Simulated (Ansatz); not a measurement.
`[AlH2][SiH2][SiH2][GaH2]` + PH₃ → `[AlH2][SiH2]P` + `[SiH3][GaH2]`  (cleavage of the Si–Si bond)

Program: Ansatz. Geometries: PBE0-D4/def2-TZVP. ΔE: electronic, gas phase. CCSD(T)/CBS adds triple-zeta CCSD(T) − MP2 to the extrapolated MP2 energy (def2 sets, frozen cores). This one scheme is used for every species. Functionals use def2-TZVPP. For Ga outer-core shells are correlated without core-valence functions, which leaves a few kJ/mol of doubt a bond. Scalar relativity is left out up to krypton. One conformer a species, not always the lowest.

| level | ΔE (kJ/mol) |
| --- | --- |
| PBE | 8.2 |
| CCSD(T)/def2-TZVPP | 5.8 |

(1) What does CCSD(T)/CBS give? (Best estimate.)

Largest T1 diagnostic among the species: 0.014.

## Answers

(1) The calculation gave: +4.0 kJ/mol. The listed levels differ from it by 4.2, 1.8 kJ/mol.

At CCSD(T), def2-SVP lies +5.2 kJ/mol from the extrapolated value and def2-TZVPP +1.8 kJ/mol. From BLYP to BHLYP (50 % exact exchange), in def2-TZVPP and without D4, ΔE moves by −4.7 kJ/mol. The D4 term adds +3.9 kJ/mol with B3LYP and +2.5 kJ/mol with PBE0; it sums over pairs of atoms, weighted by their polarisabilities, and B3LYP, whose exchange is more repulsive, gets the larger term.

B3LYP here is the variant with VWN-RPA as its local correlation; programs differ in this.
